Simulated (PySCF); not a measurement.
UHF on Pd⁺ (palladium, charge +1)

Configuration: [Kr] 4d8 5s1, 5s spin antiparallel (an excited configuration). All numbers are calculated (PySCF 2.14, scalar relativity by spin-free X2C-1e, in x2c-QZVPPall).

| Quantity | Value |
| --- | --- |
| Total energy | -5042.464762 hartree |
| One-electron energy | -6935.8672 hartree |
| Hartree (Coulomb) energy | 2035.9610 hartree |
| Exchange energy | -142.5585 hartree |
| ⟨S²⟩ | 1.7562 |
| ⟨L²⟩ | 12.048 |
| Sum of ⟨r⟩ | 29.77 bohr |
| Sum of ⟨r²⟩ | 40.60 bohr² |
| Langevin diamagnetic susceptibility | -32.2 ×10⁻⁶ cm³/mol |

| shell | electrons | mean orbital energy (eV) | spread (eV) | rms radius, mean of both spins (bohr) |
| --- | --- | --- | --- | --- |
| 1s β | 1 | -24491.3 | 0 | 0.0365 |
| 1s α | 1 | -24491.2 | 0 | 0.0365 |
| 2s α | 1 | -3674.0 | 0 | 0.150 |
| 2s β | 1 | -3673.3 | 0 | 0.150 |
| 2p α | 3 | -3290.1 | 0 | 0.133 |
| 2p β | 3 | -3289.4 | 0 | 0.133 |
| 3s α | 1 | -711.93 | 0 | 0.403 |
| 3s β | 1 | -711.73 | 0 | 0.403 |
| 3p α | 3 | -582.32 | 0 | 0.406 |
| 3p β | 3 | -581.96 | 0 | 0.406 |
| 3d α | 5 | -376.46 | 0.332 | 0.389 |
| 3d β | 5 | -375.53 | 1.241 | 0.389 |
| 4s α | 1 | -122.86 | 0 | 1.01 |
| 4s β | 1 | -119.38 | 0 | 1.01 |
| 4p α | 3 | -83.668 | 0 | 1.11 |
| 4p β | 3 | -79.006 | 0 | 1.11 |
| 4d α | 5 | -25.685 | 1.210 | 1.51 |
| 4d β | 3 | -24.082 | 0 | 1.51 |
| 5s β | 1 | -14.632 | 0 | 3.16 |

With the s spin flipped the determinant is a mixture of two multiplicities, not a spectroscopic state.

Densities and radii are taken from the X2C orbitals without a picture-change correction, which distorts them close to the nucleus.

Spin-orbit constants ζ (cm⁻¹) from the X2C one-electron operator on these orbitals: bare nucleus, nucleus screened by l(l+1)(2l+1)/3 electrons, and screened by the Breit-Pauli mean field of the electrons.

```
shell    bare  screened nucleus  mean field
   2p  860000            822600         n/a
   3p  151900            145300         n/a
   3d   22260             17420         n/a
   4p   22850             21860         n/a
   4d    2088              1634         n/a
```
